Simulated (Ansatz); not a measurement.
`[CH3][Al]([NH2])[Br]` and `[CH3][Al]([NH2])[Cl]` differ in one element.

Ansatz, PBE0-D4/def2-TZVP geometries, multiplicity 1. Each molecule was computed in one conformer, which needn't be the lowest.

Scalar relativity is left out up to krypton.

```tsv
property	`[CH3][Al]([NH2])[Br]`
HOMO–LUMO gap (ωB97M-V/def2-TZVPP) / eV	11.33
LUMO energy (PBE0/def2-TZVPP) / eV	-0.10
HOMO–LUMO gap (PBE0/def2-TZVPP) / eV	7.51
LUMO energy (B3LYP/def2-TZVPP) / eV	-0.39
HOMO energy (PBE0/def2-TZVPP) / eV	-7.61
HOMO energy (PBE/def2-TZVPP) / eV	-6.22
```

Problem. Give the same properties after the change, and the shifts. (Best estimate.)

Solution. The calculation gave: 
```tsv
property	`[CH3][Al]([NH2])[Cl]`	shift
HOMO–LUMO gap (ωB97M-V/def2-TZVPP) / eV	11.43	0.10
LUMO energy (PBE0/def2-TZVPP) / eV	-0.01	0.09
HOMO–LUMO gap (PBE0/def2-TZVPP) / eV	7.59	0.08
LUMO energy (B3LYP/def2-TZVPP) / eV	-0.31	0.08
HOMO energy (PBE0/def2-TZVPP) / eV	-7.61	0.00
HOMO energy (PBE/def2-TZVPP) / eV	-6.20	0.02
```

B3LYP here is the variant with VWN-RPA as its local correlation; programs differ in this.

Spin–orbit coupling is left out; it splits and shifts lone-pair levels of the heavy atoms by tenths of an eV.
